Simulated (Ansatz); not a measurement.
Ansatz (an electronic-structure program) input (CCSD(T)/def2-SVPD):

Ansatz 0.2 input:
```yaml
crystal:
  periodic: [false, false, false]
  atoms:
    - {symbol: Cs, position_ang: [-0.00000000, -0.00000000, -2.36930431]}
    - {symbol: Cs, position_ang: [0.00000000, 0.00000000, 2.36930431]}
basis:
  gaussian:
    orbitals: def2-SVPD
magnetization: {spin_polarized: false}
correlation: {method: ccsd_t, electrons: outside_noble_gas}
output: {forces: true}
```

Output:

```
Functional definition: HF
integrals: 0.02 GiB planned
500 factors; integrals over basis functions are off by at most 4.4e-4 eV
mean field: 0.09 GiB planned
mean field evaluation 1: about -1080.3284 eV, gradient 2.1e0 eV
mean field evaluation 2: about -1080.3281 eV, gradient 2.0e0 eV
mean field evaluation 4: about -1080.3787 eV, gradient 3.7e-1 eV
mean field evaluation 8: about -1080.3801 eV, gradient 2.8e-3 eV
mean field evaluation 16: about -1080.3782 eV, gradient 3.2e-1 eV
mean field evaluation 32: about -1074.6184 eV, gradient 4.4e0 eV
mean field evaluation 64: about -1077.7430 eV, gradient 3.1e-3 eV
mean field -1080.38014954 eV, -39.7032381876 hartree, gradient 6.4e-6 eV, S^2 0.000000; 3 other end points of the search recorded, 0 dependent functions left out; unrestricted orbitals would lower it
determinant -1080.38014954 eV, -39.7032381876 hartree, with singles and doubles -1080.91701998 eV, -39.7229678125 hartree
determinant -1078.38319185 eV, -39.6298513461 hartree, with singles and doubles -1079.03357599 eV, -39.6537525224 hartree
determinant -1077.74303474 eV, -39.6063260063 hartree, with singles and doubles -1078.89881177 eV, -39.6488000288 hartree
8 core orbitals not correlated
reference -1080.38014954 eV, -39.7032381876 hartree; 1, 1 occupied and 45, 45 virtual orbitals, 500 factors
densities: 0.09 GiB planned
second order -0.32614391 eV of doubles, -0.00000000 eV of singles
coupled cluster: 0.08 GiB planned
cycle   1  -0.51272245 eV  change    4.5e-3 eV  update   2.9e-2
cycle   2  -0.51895190 eV  change   -6.2e-3 eV  update   9.0e-3
cycle   3  -0.52223520 eV  change   -3.3e-3 eV  update   4.0e-3
cycle   4  -0.52366070 eV  change   -1.4e-3 eV  update   1.3e-3
cycle   5  -0.52403790 eV  change   -3.8e-4 eV  update   5.1e-4
cycle   6  -0.52411705 eV  change   -7.9e-5 eV  update   2.0e-4
cycle   7  -0.52412193 eV  change   -4.9e-6 eV  update   5.8e-5
cycle   8  -0.52411803 eV  change    3.9e-6 eV  update   2.0e-5
cycle   9  -0.52411619 eV  change    1.8e-6 eV  update   8.2e-6
cycle  10  -0.52411595 eV  change    2.4e-7 eV  update   3.2e-6
cycle  11  -0.52411585 eV  change    1.1e-7 eV  update   1.0e-6
coupled cluster: 0.08 GiB planned
perturbative correction -0.00000000 eV, -0.0000000000 hartree
the calculation of the forces begins
Total energy: -1080.90426539 eV, -39.7224990897 hartree
Atom 0 at    -0.000000    -0.000000    -2.369304 Å, force     0.000000     0.000000    -0.125546 eV/Å
Atom 1 at     0.000000     0.000000     2.369304 Å, force    -0.000000    -0.000000     0.125546 eV/Å
Dipole moment:     0.000000    -0.000000    -0.000000 e Å
```
